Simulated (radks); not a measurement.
Trend from Zr+ to Cd+: ionisation energy by Delta-SCF between NIST ground configurations, and size. Calculated with a radial shooting solver on a logarithmic mesh with Libxc functionals: scalar-relativistic Kohn-Sham, PBE, spin-unpolarised, spherical densities, finite nucleus; Fermi nuclear charge, rms radius of each element as measured or else 0.836 A^(1/3) + 0.57 fm.

species  configuration  IE (eV)  NIST (eV)       kind  -e(HOMO) (eV)
Zr+       [Kr] 4d2 5s1   12.940     13.130       exp.     9.945 (5s)
Nb+           [Kr] 4d4   14.040     14.320  semi-emp.     9.309 (4d)
Mo+           [Kr] 4d5   15.462       16.2  semi-emp.    10.414 (4d)
Tc+       [Kr] 4d5 5s1   14.851     15.260  semi-emp.    11.394 (5s)
Ru+           [Kr] 4d7   18.186       16.8  semi-emp.    12.543 (4d)
Rh+           [Kr] 4d8   19.511     18.080  semi-emp.    13.583 (4d)
Pd+           [Kr] 4d9   20.819       19.4  semi-emp.    14.614 (4d)
Ag+          [Kr] 4d10   22.114     21.484       exp.    15.639 (4d)
Cd+      [Kr] 4d10 5s1   17.125     16.908       exp.    13.058 (5s)

Reference values: NIST Atomic Spectra Database (exp. = measured, semi-emp. = semi-empirical, theory = theoretical value adopted there). Spin polarisation and multiplet splitting are left out, so open shells lie too high by an amount that depends on their filling.

Beside tabulated values, note that spin-unpolarised runs miss the spin-polarisation part of the exchange energy of open shells.
